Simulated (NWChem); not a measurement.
System: MoS₂F₂; SMILES [F][Mo]([F])(=[S])=[S]

def2 effective core potentials on Mo; no spin-orbit coupling.

Give the equilibrium geometry at PBE0/def2-SVP with def2 effective core potentials on Mo (NWChem) as a list of bonds and angles, with the point group.

point group C2v; any orientation.
Bond lengths (Å): Mo1–S2 2.092, Mo1–S3 2.092, Mo1–F4 1.830, Mo1–F5 1.830. Angles (°): S2–Mo1–S3 107.5, S2–Mo1–F4 108.8, S2–Mo1–F5 108.8, S3–Mo1–F4 108.8, S3–Mo1–F5 108.8, F4–Mo1–F5 113.9.
